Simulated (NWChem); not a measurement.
System: 1,3-disilacyclobutane (C₂H₈Si₂); SMILES C1[SiH2]C[SiH2]1

```xyz
12

C      1.3589     0.0000     0.1559
Si     0.0000     1.3152    -0.0790
C     -1.3589     0.0000     0.1559
Si     0.0000    -1.3152    -0.0790
H      1.7455     0.0000     1.1889
H      2.2149     0.0000    -0.5335
H      0.0000     2.4462     0.9020
H      0.0000     1.8817    -1.4635
H     -1.7455     0.0000     1.1889
H     -2.2149     0.0000    -0.5335
H      0.0000    -2.4462     0.9020
H      0.0000    -1.8817    -1.4635
```
Atoms are numbered in this order, from 1.

Program: NWChem. All runs use the structure optimised with PBE0/def2-SVP. B3LYP is NWChem's, with the RPA form of VWN correlation. Solvent water, SMD (1 M gas to 1 M solution), gas-phase geometry. Reactions with the solvent are ignored.

Task: Taking B3LYP/def2-TZVPD as the yardstick, which of these has the fewest basis functions while keeping “dipole in solution (D)” within 0.1 D of it: B3LYP/STO-3G; B3LYP/def2-SVPD; B3LYP/def2-SVP; B3LYP/def2-TZVP?

Result: B3LYP/def2-SVP.
```tsv
level	basis functions	dipole in solution (D)	relative time (rough)
B3LYP/STO-3G	36	0.18	1
B3LYP/def2-SVP	104	0.59	5
B3LYP/def2-SVPD	152	0.57	10
B3LYP/def2-TZVP	184	0.58	10
B3LYP/def2-TZVPD	232	0.58	20
```

The yardstick is one finite set, not the basis-set limit.
